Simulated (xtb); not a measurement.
C4H5 (SMILES [CH2]C#CC), doublet, geometry from GFN2-xTB, atoms displaced at random by about 0.1 Å a coordinate. Base run: GFN1-xTB (xtb 6.7.1).

Here is a job for xtb.
```
$ xtb mol.xyz --gfn 1 --uhf 1 --opt --json

# file mol.xyz
9

C      0.00803656     0.04581506     2.18570290
C      0.04416721     0.21274898     0.62607805
C      0.14557683     0.14901064    -0.35700768
C     -0.04673525     0.21172489    -1.92449080
H     -0.89354708    -0.27604036     2.61019735
H      0.76440688    -0.19681221     2.57513860
H     -0.22739632     1.17216872    -2.03255607
H      0.93566316    -0.48070482    -2.44758251
H     -0.72481767    -0.27238182    -2.26302393
```

Each row names what was changed in the base input (with any setting that the change needs).

```tsv
change	ΔE vs base (kJ/mol)	optimiser steps
base	0.00	17
opt level = vtight	0.00	21
opt level = loose	0.09	14
opt level = tight	0.00	18
engine = inertial	0.14	-
opt level = crude	0.55	10
opt level = sloppy	0.35	11
engine = lbfgs	0.00	-
opt level = lax	0.04	15
opt level = extreme	0.00	25
```
